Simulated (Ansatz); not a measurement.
**Worked example: SiH(CH3)(OH)2 + Ge(OH)3 → SiH(CH2)(OH)2 + GeH(OH)3**

Species: SiH(CH3)(OH)2, singlet; Ge(OH)3, doublet; SiH(CH2)(OH)2, doublet; GeH(OH)3, singlet. A radical takes H: the energy is the difference in strength between the C–H bond broken and the Ge–H bond made.

Shapes, held fixed at every level: PBE0-D4/def2-TZVP. Flexible molecules stand in one conformer, not always the lowest. Programs: Ansatz 0.2.0. Electronic energies: no zero-point or thermal term.

At CCSD(T)/def2-TZVPP; 1 Eh = 2625.50 kJ/mol:

| species | energy (Eh) |
| --- | --- |
| SiH(CH3)(OH)2 | -481.082453 |
| Ge(OH)3 | -2302.857774 |
| SiH(CH2)(OH)2 | -480.409978 |
| GeH(OH)3 | -2303.502134 |

Task: Work out ΔE of the reaction at this level.

Result: 
1. Products less reactants: (-480.409978) + (-2303.502134) − [(-481.082453) + (-2302.857774)] = 0.028115 Eh = +73.8 kJ/mol.

Other levels give +36.4 (HF/def2-TZVPP) to +91.3 kJ/mol (B3LYP-D4/def2-TZVPP). No measured value is set beside it here. Open shells run unrestricted. Relativity is left out for Ge. Outer-core shells of Ge are correlated in most correlated rows, in sets that cover them unevenly. The median of the other levels is +85.4 kJ/mol.
